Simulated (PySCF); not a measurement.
Isomers of C9H5FO2, from PySCF 2.14.0, PBE0-D3(BJ)/def2-SVP geometry optimisation, gas phase. One conformer each, no zero-point energy, no frequencies.

Question: Which isomer lies lower at this level?
A. `[CH:1]#[C:2][c:3]1[cH:4][c:5]([F:6])[cH:7][c:8]([C:9](=[O:10])[OH:11])[cH:12]1` with C7–C8–C9–O10 -1°, C8–C9–O11–H 180°: A = 1193, B = 726.9, C = 451.8 MHz, dipole 2.30 D
B. `[O:1]=[C:2]([F:3])[c:4]1[cH:5][c:6]2[cH:7][cH:8][cH:9][cH:10][c:11]2[o:12]1` with O1–C2–C4–C5 -179°: A = 2942, B = 562.1, C = 472.0 MHz, dipole 4.29 D

Answer: B. That is `c1c(oc2ccccc21)C(F)=O`, 38.4 kcal/mol below the other.

```json
{"SMILES": "O=C(F)c1cc2ccccc2o1", "mapped SMILES": "[O:1]=[C:2]([F:3])[c:4]1[cH:5][c:6]2[cH:7][cH:8][cH:9][cH:10][c:11]2[o:12]1", "E (Eh)": "-595.19232", "relative (kcal/mol)": "0.0", "relative (kJ/mol)": "0.0", "dipole (D)": "4.29"}
{"SMILES": "C#Cc1cc(F)cc(C(=O)O)c1", "mapped SMILES": "[CH:1]#[C:2][c:3]1[cH:4][c:5]([F:6])[cH:7][c:8]([C:9](=[O:10])[OH:11])[cH:12]1", "E (Eh)": "-595.13111", "relative (kcal/mol)": "38.4", "relative (kJ/mol)": "160.7", "dipole (D)": "2.30"}
```

As drawn, the higher has a C≡C bond, an O–H bond and a C(=O)–O unit, which the lower lacks.
